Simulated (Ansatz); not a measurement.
Basis-set extrapolation for C₂H₂AlFO, SMILES `[OH][Al]1[CH]=[C]1F` (PBE0-D4/def2-TZVP geometry, frozen core, the Gaussian-basis code of Ansatz). Multiplicity 1, RHF reference.

```json
{"": "HF", "def2-TZVPP": "-493.212367", "def2-QZVPP": "-493.230641"}
{"": "MP2 correlation", "def2-TZVPP": "-0.862087", "def2-QZVPP": "-0.931648"}
{"": "CCSD(T) correlation", "def2-TZVPP": "-0.911669", "def2-QZVPP": "not run"}
```

Energies in hartree. Use E(X) = E(∞) + A·exp(−7.88·√X) for Hartree–Fock and E(X) = E(∞) + B·X^(−2.97) for correlation, with X = 3 and 4, and add CCSD(T) minus MP2 of the smaller set to the MP2 limit.

Problem. What is the CCSD(T) energy at the basis-set limit?

Solution. HF limit: -493.230641 + (-0.018274) × 0.13774 = -493.23316. MP2 limit: -0.931648 + (-0.069561) × 0.74074 = -0.98317. Higher-order term: -0.911669 − (-0.862087) = -0.04958. Total: -494.26591 hartree, 3.86 eV below CCSD(T)/def2-TZVPP.
